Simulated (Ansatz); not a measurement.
A run on FH3Sb2, SMILES `[F][SbH][SbH2]` with other settings.

```yaml
crystal:
  periodic: [false, false, false]
  atoms:
    - {symbol: F, position_ang: [-1.924014, -0.672934, -0.186389]}
    - {symbol: Sb, position_ang: [-0.255632, -1.124677, -1.035365]}
    - {symbol: Sb, position_ang: [1.325271, 0.898437, 0.167477]}
    - {symbol: H, position_ang: [0.220473, -2.197589, 0.219337]}
    - {symbol: H, position_ang: [0.446547, 2.089531, -0.683979]}
    - {symbol: H, position_ang: [0.229455, 0.943233, 1.472620]}
basis:
  gaussian: {orbitals: x2c-TZVPPall, nuclear_model: gaussian}
hamiltonian: {xc: {name: B2PLYP}}
output: {forces: true}
```

```sh
$ ansatz run in.yaml --threads 2 --pin off --events-out ev --progress --plain --max-ram 4352MiB
```

Shortened log:

```
Functional definition: B2PLYP
  name "B2PLYP"
  cite "Grimme, J. Chem. Phys. 124, 034108 (2006) doi:10.1063/1.2148954"
  cite "Becke, Phys. Rev. A 38, 3098 (1988) doi:10.1103/PhysRevA.38.3098"
  cite "Lee, Yang & Parr, Phys. Rev. B 37, 785 (1988) doi:10.1103/PhysRevB.37.785"
  parameter a = 0.53
  parameter c = 0.27
  exchange = (1 - a)*b88_x + a*exact_x
  correlation = (1 - c)*lyp_c + c*(mp2_os + mp2_ss)
1562 factors; integrals over basis functions are off by at most 8.4e-4 eV
mean field evaluation 1: about -355424.8730 eV, gradient 3.5e1 eV
mean field evaluation 2: about -355424.9431 eV, gradient 3.5e1 eV
mean field evaluation 4: about -355427.0205 eV, gradient 1.6e0 eV
mean field evaluation 8: about -355427.0312 eV, gradient 6.4e-2 eV
mean field evaluation 16: about -355427.0312 eV, gradient 5.2e-5 eV
mean field -355427.03118495 eV, -13061.7024789524 hartree, gradient 5.9e-6 eV, S^2 0.000000; 0 other end points of the search recorded, 0 dependent functions left out
37 core orbitals not correlated: weight in the atoms' cores, before any rotation towards them, 1.000 or more for the frozen orbitals, at most 0.000 for the correlated occupied ones
reference -355427.03133388 eV, -13061.7024844254 hartree; 20, 20 occupied and 136, 136 virtual orbitals, 1562 factors
second order -32.15608067 eV of doubles, -0.00000000 eV of singles
the calculation of the forces begins
Total energy: -355435.71347566 eV, -13062.0215472509 hartree
Relativity: scalar
Atom 0 at    -1.924014    -0.672934    -0.186389 Å, force    -0.215710     0.053905     0.105809 eV/Å
Atom 1 at    -0.255632    -1.124677    -1.035365 Å, force     0.182892    -0.177122    -0.088144 eV/Å
Atom 2 at     1.325271     0.898437     0.167477 Å, force    -0.039216     0.124325     0.062351 eV/Å
Atom 3 at     0.220473    -2.197589     0.219337 Å, force    -0.024146     0.042949    -0.061063 eV/Å
Atom 4 at     0.446547     2.089531    -0.683979 Å, force     0.041303    -0.047570     0.035792 eV/Å
Atom 5 at     0.229455     0.943233     1.472620 Å, force     0.054876     0.003514    -0.054746 eV/Å
Dipole moment:     0.484843    -0.075451    -0.217873 e Å
```

Hardware: 2 threads of an Arm Neoverse V1 on a shared host. Wall time 29 s, peak host memory 0.7 GiB.
